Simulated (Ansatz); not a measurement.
H8OSi4 (`O[Si]1([SiH3])[SiH2][SiH2]1`), relaxed with RKS PBE0-D4/def2-TZVP in Ansatz 0.2.0 from a PBE-D4/def2-SVP geometry. The force threshold is 0.005 eV/Å; the program also tests the step.

Charge 0, multiplicity 1.

Start:

```xyz
13

O    -0.165    1.237    2.179
Si   -0.052    0.404    0.712
Si    1.506    1.432   -0.697
Si    0.017   -1.890    0.236
Si   -1.701   -0.523   -0.671
H    -0.809    0.863    2.807
H     1.542    0.621   -1.965
H     2.881    1.444   -0.084
H     1.106    2.844   -1.031
H    -0.611   -2.864    1.197
H     1.168   -2.514   -0.507
H    -1.867   -0.099   -2.106
H    -3.013   -0.955   -0.070
```

Q: How much energy does the relaxation release, and in how many steps? (Best estimate.)

A: Ansatz gave: 0.06 eV, in 5 steps.

Q: Which bonds change most? (Estimate.)

A: The calculation gave: O1–Si2 from 1.691 to 1.652 Å; Si2–Si4 from 2.344 to 2.320 Å; Si2–Si5 from 2.344 to 2.320 Å; Si4–Si5 from 2.376 to 2.352 Å.

Q: Give the relaxed structure. (Estimate.)

A: Computed: 
```xyz
13

O    -0.188    1.191    2.147
Si   -0.051    0.403    0.702
Si    1.500    1.424   -0.696
Si    0.018   -1.868    0.234
Si   -1.684   -0.517   -0.665
H    -0.813    0.837    2.782
H     1.524    0.616   -1.946
H     2.862    1.432   -0.098
H     1.109    2.820   -1.029
H    -0.606   -2.822    1.190
H     1.162   -2.487   -0.485
H    -1.857   -0.091   -2.078
H    -2.976   -0.939   -0.059
```
